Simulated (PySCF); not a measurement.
Spectrum to structure. Method used: TDDFT PBE0/def2-SVPD, vertical, gas phase, core orbitals frozen in the response in PySCF. Geometries: PBE0-D3(BJ)/def2-SVP, one conformer each.

```
state  ν̃ (cm⁻¹)       f  main configurations (H = HOMO, L = LUMO)
   S1      35350   0.069                                 H→L (98%)
   S2      46200  0.0004                  H-2→L (86%), H-3→L (13%)
   S3      48540  0.0037                  H-3→L (85%), H-2→L (12%)
   S4      49830   0.074                  H-1→L (78%), H→L+3 (20%)
   S5      51730  0.0015                               H→L+1 (96%)
   S6      53580  0.0011                               H→L+2 (94%)
   S7      56960  0.0041                               H-5→L (97%)
   S8      57970   0.212     H→L+3 (44%), H-4→L (40%), H-1→L (12%)
   S9      58840  0.0002                               H→L+4 (96%)
  S10      60100  0.0045                               H→L+5 (92%)
```

**Question.** Which structure fits? All have the formula C6H7F3Si.
A. `CC1=C[SiH2]C(C(F)(F)F)=C1`
B. `FC(F)(F)C#CC1C[SiH2]C1`
C. `C#C[Si@@H]1CC[C@@H]1C(F)(F)F`

**Answer.** A. Its S1, at 4.38 eV, is the lowest among the candidates; the nearest of the others has S1 at 5.68 eV. S1 is HOMO→LUMO (98%). Löwdin shares by element: HOMO carbon 81% or more (atoms not listed hold the other 19%); LUMO carbon 72% or more (atoms not listed hold the other 28%). At the same level the other candidates give, for their lowest levels:
- `FC(F)(F)C#CC1C[SiH2]C1`: 6.09 eV (f 0.000); 6.37 eV (f 0.019); 6.40 eV (f 0.000); 7.21 eV (f 0.010); 7.33 eV (f 0.282); T1 5.02 eV; HOMO -8.24, LUMO -0.49 eV
- `C#C[Si@@H]1CC[C@@H]1C(F)(F)F`: 5.68 eV (f 0.001); 6.05 eV (f 0.015); 6.20 eV (f 0.002); 6.84 eV (f 0.009); 7.27 eV (f 0.338); T1 4.69 eV; HOMO -8.13, LUMO -0.71 eV

Shape of the structure used: `[CH3:1][C:2]1=[CH:3][SiH2:4][C:5]([C:6]([F:7])([F:8])[F:9])=[CH:10]1`: Si4–C5–C6–F7 -179°.
Triplets come from the Tamm–Dancoff approximation.
